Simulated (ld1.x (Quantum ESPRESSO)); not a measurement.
platinum (Pt): one change to a PAW potential, before and after

ld1.x (Quantum ESPRESSO) 7.5 input, shortened:

```
&input
   title='Pt', zed=78., rel=1, dft='PBESOL', iswitch=3,
   config='[Xe] 4f14 5d9 6s1 6p0'
 /
 &inputp
   pseudotype=3, lpaw=.true., tm=.true., lloc=-1, rcloc=1.60,
   nlcc=.true., new_core_ps=.true.,
   which_augfun='PSQ', rmatch_augfun_nc=.true.
 /
6
6S  1  0   1.00   0.00  2.45  2.65  0.0
6S  1  0   0.00   0.25  2.45  2.65  0.0
6P  2  1   0.00   0.00  2.75  3.05  0.0
6P  2  1   0.00   1.85  2.75  3.05  0.0
5D  3  2   9.00   0.00  1.10  1.50  0.0
5D  3  2   0.00   0.05  1.10  1.50  0.0
 &test
   configts(1)='5d9 6s1 6p0'
 /
```

All-electron outer shells of the reference configuration (PBEsol, scalar-relativistic, ld1.x):

| shell | level (eV) | outermost node (bohr) | outermost maximum (bohr) |
| --- | --- | --- | --- |
| 4f | -70.14 | – | 0.38 |
| 5p | -56.04 | 0.53 | 0.98 |
| 5d | -6.17 | 0.57 | 1.26 |
| 6s | -5.70 | 1.14 | 2.38 |
| 6p | -0.78 | 1.36 | 3.60 |

Change: all radii but the core radius scaled by about 1.05 (s 2.78, p 3.20, d 1.58 bohr, rcut 2.58/2.90/1.16); local potential all-electron potential smoothed inside 1.68 bohr (lloc = -1).

Cutoffs: the cutoffs (Ry, on a coarse ladder) from which the occupation-weighted sum of valence levels, in a spherical-Bessel basis at the reference potential, stays within 10 and 1 mRy of its value at 400 Ry; they do not see the model core or the augmentation charge, which bear on the density cutoff. Errors are all-electron minus pseudo energies relative to the spin-unpolarised reference configuration.

How do hardness, ghosts and transferability respond?

The potential gets softer (50 Ry and 80 Ry → 40 Ry and 70 Ry); the bound ghosts move from p, s to s; the errors of the 7 common tests hardly move. A larger radius leaves more room for a smooth pseudo-wave, so fewer plane waves are needed.

```csv
quantity,base,changed
"cutoff, loose",50 Ry,40 Ry
"cutoff, tight",80 Ry,70 Ry
loose cutoff by channel (10 mRy a level),"s 6 Ry, d 40 Ry","s 6 Ry, d 35 Ry"
bound ghosts,"s, p",s
"error for 5d9 6s0 6p0, meV [ΔE 9.23 eV]",-5.7,-4.9
"error for 5d8 6s0 6p0, meV [ΔE 29.22 eV]",-36,-36
"error for 5d7 6s0 6p0, meV [ΔE 61.47 eV]",-208,-210
"error for 5d8 6s2 6p0, meV [ΔE 0.99 eV]",-18,-18
"error for 5d10 6s0 6p0, meV [ΔE -0.01 eV]",-19,-18
"error for 5d9 6s0.5 6p0, meV [ΔE 3.71 eV]",-1.9,-1.8
"error for 5d8 6s1 6p0, meV [ΔE 11.20 eV]",-20,-20
lowest overlap eigenvalue by channel,"s 0.17, p 0.38, d 0.31","s 0.16, p 0.40, d 0.49"
```

 A true bound ghost makes a file unfit for plane-wave use even where its test errors are small: the radial tests pick states by their node count and pass the ghost by.
